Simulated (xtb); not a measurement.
C6H4Cl, doublet, at a GFN2-xTB geometry, atoms displaced at random by about 0.1 Å a coordinate. Base run: GFN2-xTB (xtb).

xtb was given this input:
```
$ xtb mol.xyz --gfn 2 --uhf 1 --opt --json

# file mol.xyz
11

Cl     2.16444144    -0.71879720    -0.08066419
C      0.63569032    -0.12699712     0.06346957
C     -0.34519004    -1.31000733     0.01162934
C     -1.75036811    -0.69558932    -0.09348303
C     -2.36327827     0.29436473    -0.00035306
C     -1.26935014     1.65771720     0.00919591
C      0.25767875     1.24231342    -0.19017448
H     -2.57773904    -1.71387391     0.07064017
H     -3.25834433     0.80082084     0.26730761
H     -1.39597766     2.44491087     0.10161436
H      0.84702577     1.87459009     0.07953759
```

Each row names what was changed in the base input (with any setting that the change needs).

```
change               ΔE vs base (kJ/mol)  optimiser steps
-------------------  -------------------  ---------------
base                                0.00               15
opt level = tight                   0.00               16
opt level = sloppy                  0.10               12
alpb = dmf                         -27.7               15
alpb = acetonitrile               -23.75               15
engine = inertial                   0.02                -
opt level = lax                     0.01               14
opt level = extreme                 0.00               20
opt level = vtight                  0.00               19
engine = lbfgs                      0.00                -
```
